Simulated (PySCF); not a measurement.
The 7-electron isoelectronic series, spin-free X2C

All values are computed (PySCF 2.14, energy differences of UHF-based or UKS calculations, no spin-orbit coupling). Each ion has its own even-tempered basis scaled to its charge (19s12p6d5f4g for the first); frozen: nothing. Ionisation energies in eV.

| ion | configuration | UHF | LDA | PBE | PBE0 | r2SCAN | MP2 (all electrons) | NIST (with spin-orbit, Breit and QED) |
| --- | --- | --- | --- | --- | --- | --- | --- | --- |
| Ru³⁷⁺ | [He] 2s2 2p3 (4S) | 5396.4 | 5392.6 | 5393.3 | 5394.4 | 5397.0 | 5396.3 | 5330 ± 40 (s) |
| Rh³⁸⁺ | [He] 2s2 2p3 (4S) | 5676.5 | 5672.5 | 5673.3 | 5674.4 | 5677.1 | 5676.4 | 5600 ± 40 (s) |
| Pd³⁹⁺ | [He] 2s2 2p3 (4S) | 5964.0 | 5959.8 | 5960.6 | 5961.8 | 5964.6 | 5963.8 | 5880 ± 40 (s) |
| Ag⁴⁰⁺ | [He] 2s2 2p3 (4S) | 6258.8 | 6254.4 | 6255.4 | 6256.5 | 6259.4 | 6258.7 | 6170 ± 40 (s) |
| Cd⁴¹⁺ | [He] 2s2 2p3 (4S) | 6561.1 | 6556.5 | 6557.5 | 6558.7 | 6561.6 | 6560.9 | 6460 ± 40 (s) |
| In⁴²⁺ | [He] 2s2 2p3 (4S) | 6870.8 | 6866.1 | 6867.1 | 6868.3 | 6871.3 | 6870.6 | 6770 ± 50 (s) |
| Sn⁴³⁺ | [He] 2s2 2p3 (4S) | 7188.0 | 7183.1 | 7184.2 | 7185.4 | 7188.5 | 7187.8 | 7080 ± 50 (s) |
| Te⁴⁵⁺ | [He] 2s2 2p3 (4S) | 7844.9 | 7839.7 | 7840.9 | 7842.2 | 7845.4 | 7844.8 | 7714 ± 4 (t) |
| I⁴⁶⁺ | [He] 2s2 2p3 (4S) | 8184.7 | 8179.4 | 8180.6 | 8182.0 | 8185.3 | 8184.6 | 8044 ± 4 (t) |

(1) Interpolate the row of Sb⁴⁴⁺.

Each ion has its own basis, which adds noise of up to about 0.1 % along the series.

NIST values marked (s) are semi-empirical, (t) theoretical. Open shells are high-spin determinants of the terms that Hund's rules give; for the heavier ions, far from LS coupling, these are not the ground levels.

Spin-orbit coupling of the open shells is absent from the calculated values and included in NIST's; it grows fast with Z.

Answers

(1) configuration [He] 2s2 2p3 (4S); UHF 7512.7; LDA 7507.6; PBE 7508.8; PBE0 7510.0; r2SCAN 7513.2; MP2 (all electrons) 7512.5; NIST (with spin-orbit, Breit and QED) 7390 ± 4 (t).
